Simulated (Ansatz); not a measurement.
Ideal-gas functions of F2H4N2Zr (`[NH2][Zr]([NH2])([F])[F]`) at 298.15 K and 1 bar, from an Ansatz frequency run at PBE0-D4/def2-TZVP.

Molar mass 161.27 g/mol, point group Cs (symmetry number 1), electronic degeneracy 1, moments of inertia 187.499, 188.555, 193.816 u Å². Harmonic wavenumbers (cm⁻¹, unscaled): 104, 155, 156, 164, 174, 227, 248, 453, 475, 491, 503, 640, 651, 659, 664, 1540, 1542, 3554, 3562, 3645, 3656.

Use S(trans) = R[1.5 ln M + 2.5 ln T − 1.1517]; rotational temperatures θ = 24.2544 K / I; S(rot) = R[ln(√π/σ · √(T³/θAθBθC)) + 1.5]; for each mode x = 1.438777 ν̃/T, S = R[x/(eˣ − 1) − ln(1 − e⁻ˣ)] and H = RT x/(eˣ − 1); 1 cm⁻¹ = 0.0119627 kJ/mol; R = 8.31446 J/(mol·K).

Problem. By hand: the entropy, in J/(mol·K).

Solution. Translation 172.2. Rotation: θ = 0.1294, 0.1286, 0.1251 K, giving 114.0. Vibration, mode by mode: 14.13, 10.92, 10.87, 10.47, 10.01, 7.96, 7.30, 3.29, 3.03, 2.85, 2.72, 1.61, 1.55, 1.50, 1.47, 0.04, 0.04, 0.00, 0.00, 0.00, 0.00, in all 89.8. Electronic 0.0. Sum 376.0 J/(mol·K).

Problem. By hand: H − E and G − E in kJ/mol, counted from the electronic energy.

Solution. Zero-point energy ½ × 23263 × 0.0119627 = 139.1; thermal vibration 15.0; translation, rotation and pV give 4 RT = 9.9. H − E = 164.0 kJ/mol, and G − E = 164.0 − 298.15 × 376.0/1000 = 51.9 kJ/mol.

Vibration gives 24 % of the entropy, 14.1 J/(mol·K) of it from the mode under 150 cm⁻¹: soft modes count most, and the harmonic formula is weakest for them. The sum counts one conformer and one mirror image; others add a mixing term.
